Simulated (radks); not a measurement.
Task: All-electron atom: I2+ in [Kr] 4d10 5s2 5p2.75 6p0.25 (fractional occupations, a model configuration). Method: Dirac Kohn-Sham, PBEsol, spin-unpolarised, spherical densities, point nucleus; open shells are shared between the two j in proportion to 2j + 1; computed with a radial shooting solver on a logarithmic mesh with Libxc functionals. Some entries of the table are withheld. Estimate them.

orbital       occ.  eigenvalue (eV)  r(max) (bohr)
1s1/2            2        -32966.71        0.01754
2s1/2            2        -5110.646        0.09929
2p1/2            2              (1)        0.07614
2p3/2            4              (2)        0.08094
3s1/2            2        -1048.843            (3)
3p1/2            2        -919.1419         0.2723
3p3/2            4        -862.9709         0.2831
3d3/2            4        -634.2787            (4)
3d5/2            6        -622.4621            (5)
4s1/2            2        -202.0223         0.6807
4p1/2            2        -156.7442         0.6985
4p3/2            4        -145.7571         0.7229
4d3/2            4         -72.9357         0.7732
4d5/2            6         -71.2100         0.7818
5s1/2            2         -37.2225          1.667
5p1/2     0.916667         -26.4801          1.873
5p3/2      1.83333         -25.1420          1.943
6p1/2    0.0833333          -8.9100          4.794
6p3/2     0.166667          -8.6603          4.943

Result: 
(1) 2p1/2 eigenvalue (eV): -4796.972
(2) 2p3/2 eigenvalue (eV): -4498.455
(3) 3s1/2 r(max) (bohr): 0.2860
(4) 3d3/2 r(max) (bohr): 0.2299
(5) 3d5/2 r(max) (bohr): 0.2330
